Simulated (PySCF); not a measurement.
Simulated outer-valence photoelectron spectrum of `P[SiH2]Br`. Theory: EOM-IP-CCSD/aug-cc-pVDZ in PySCF, restricted Hartree–Fock reference, 19 core orbitals frozen, non-relativistic, gas phase, PBE0-D3(BJ)/def2-SVP geometry.

Each root has a Gaussian of 0.8 eV full width with its one-hole share as area; cross sections and vibrations are left out, and the highest printed point is 100.

(ionisation energy (eV), intensity): (8.8, 0), (9.0, 1), (9.2, 4), (9.4, 13), (9.6, 30), (9.8, 48), (10.0, 60), (10.2, 68), (10.4, 83), (10.6, 100), (10.8, 100), (11.0, 74), (11.2, 41), (11.4, 20), (11.6, 19), (11.8, 33), (12.0, 54), (12.2, 69), (12.4, 75), (12.6, 74), (12.8, 68), (13.0, 63), (13.2, 64), (13.4, 65), (13.6, 64), (13.8, 63), (14.0, 56), (14.2, 41), (14.4, 23), (14.6, 9), (14.8, 3), (15.0, 1), (15.2, 0), (15.4, 0), (15.6, 0), (15.8, 0), (16.0, 0), (16.2, 0), (16.4, 2), (16.6, 7), (16.8, 18), (17.0, 34), (17.2, 44), (17.4, 41), (17.6, 27), (17.8, 12), (18.0, 4), (18.2, 1), (18.4, 0)

Problem. Where are the maxima, and how many lines lie under the curve?

Solution. 4 maxima, at 10.7, 12.4, 13.4 and 17.3 eV, from 8 lines. At this width some lines have no maximum of their own.

Problem. List the lines with their holes.

Solution. 
| E (eV) | leading hole (HF orbital) | area | Koopmans (eV) |
| --- | --- | --- | --- |
| 9.95 | HOMO | 0.95 | 10.40 |
| 10.68 | HOMO-1 | 0.95 | 11.34 |
| 10.79 | HOMO-2 | 0.95 | 11.44 |
| 12.14 | HOMO-3 | 0.95 | 12.83 |
| 12.66 | HOMO-4 | 0.95 | 13.44 |
| 13.33 | HOMO-5 | 0.93 | 14.28 |
| 13.97 | HOMO-6 | 0.94 | 14.83 |
| 17.25 | HOMO-7 | 0.85 | 19.00 |

The widest gap, 3.28 eV, lies between 13.97 and 17.25 eV. Only orbitals with −ε under 21 eV, eight at most, were ionised, so the high end of the curve may lack lines.

The run took 77 s wall on one thread, Arm Neoverse V2 (aarch64), no GPU, shared host, and the process peaked at 1.4 GiB of memory.

The values belong to the conformer `[PH2:1][SiH2:2][Br:3]`: H–P1–Si2–Br3 -76°, H–P1–Si2–Br3 -169°.
